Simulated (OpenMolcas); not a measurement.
Tm2+: ligand-field states by method

Tm2+ with 6 ligands (bromide) in tetragonal octahedral coordination (D4h) at 2.86 Å, the axial distance 2.917 Å. A charge of +0.667 e stands 3.2 Å behind each ligand. Ligand basis ANO-RCC-VDZP.
```
Tm    0.0000    0.0000    0.0000
Br    2.8600    0.0000    0.0000
Br    0.0000    2.8600    0.0000
Br   -2.8600    0.0000    0.0000
Br    0.0000   -2.8600    0.0000
Br    0.0000    0.0000    2.9172
Br    0.0000    0.0000   -2.9172
```

| Item | Value |
| --- | --- |
| Program | OpenMolcas 26.06 |
| Basis | ANO-RCC-VDZP [7s6p4d2f1g] |
| Scalar Hamiltonian | DKH2, point nucleus |
| Active space | 13 electrons in 7 orbitals (4f) |
| State averaging | 2S+1 = 2 odd, 7 roots |
| Spin-orbit coupling | RASSI with atomic mean-field integrals over the reference wave functions |

I. CASSCF
II. SS-CASPT2, IPEA 0.25 Eh, imaginary shift 0.1 Eh (closed shells correlated: 5s 5p and the ligand valence shells)

Spin-free states (labels of D4, the rotations of D4h) in cm-1, each column counted from its own energy of the first state listed:

| State | Degeneracy | I | II |
| --- | --- | --- | --- |
| 2E | 2 | 0 | 0 |
| 2A2 | 1 | 25 | 70 |
| 2E | 2 | 75 | 70 |
| 2S+1 = 2 | 2 | 76 | 190 |

With spin-orbit coupling the lowest J multiplet is 68 (I), 153 (II) cm-1 wide, a factor of 2.25 from I to II.

χT at 300 K: I 2.57, II 2.55 cm3 K/mol.

Over all roots computed the reference weight is 0.65 in II; a low but even weight reflects the number of correlated electrons. Without dynamic correlation the ligand-field splitting of an f shell can come out too small, at times by half (holds for I). Splittings of an f shell from a small cluster at a set distance can be off by tens of per cent, mostly too small (holds for II). The distance lies 3 % under the 2.94 Å that this model takes as the normal distance (a Shannon-type radius plus a fixed donor radius); by an R⁻⁵ law this alone changes a d-shell field by about +15 %. No measured value stands beside these numbers; the geometry was imposed, not optimised, and the real ion may take another.

A state without a sure symmetry label is named by its multiplicity alone.
